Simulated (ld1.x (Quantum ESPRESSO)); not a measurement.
BLYP PAW dataset for bismuth, scalar-relativistic all-electron reference.

Bi (Z = 83), PAW, made with ld1.x (Quantum ESPRESSO) 7.5 (BLYP, scalar-relativistic). Core [Xe] 4f14 5d10, reference 6s2 6p3. Waves: 6s (bound): rcut 1.60, rcutus 2.15 bohr; 6s channel at 3.45 Ry: rcut 1.60, rcutus 2.15 bohr; 6p (bound): rcut 2.45, rcutus 2.65 bohr; 6p channel at 0.6 Ry: rcut 2.45, rcutus 2.65 bohr. Local part: all-electron potential smoothed inside 2.20 bohr (lloc = -2). Core correction: Bessel-smoothed model core inside 2.20 bohr. Augmentation charge: PSQ, inside the norm-conserving radii.

All-electron outer shells of the reference configuration (BLYP, scalar-relativistic, ld1.x):

| shell | level (eV) | outermost node (bohr) | outermost maximum (bohr) |
| --- | --- | --- | --- |
| 5p | -95.62 | 0.48 | 0.86 |
| 5d | -26.85 | 0.51 | 1.03 |
| 6s | -14.37 | 0.98 | 1.86 |
| 6p | -4.46 | 1.14 | 2.44 |

(1) Estimate the cutoffs (Ry, on a coarse ladder) from which the occupation-weighted sum of valence levels, in a spherical-Bessel basis at the reference potential, stays within 10 and 1 mRy of its value at 400 Ry.

(2) Does the potential have ghost states?

(3) Is the overlap operator S = 1 + Σ q|β⟩⟨β| positive definite (Bessel basis up to 400 Ry)?

## Answers

(1) 8 Ry and 12 Ry.

(2) No extra level below or beside the all-electron valence levels (s, p, d, f tested).

(3) Yes: its lowest eigenvalue is 0.54 (p channel).

Its largest configuration-test error is -14 meV (6s2 6p2). Test run stopped at test 2 of 7 (negative rho).
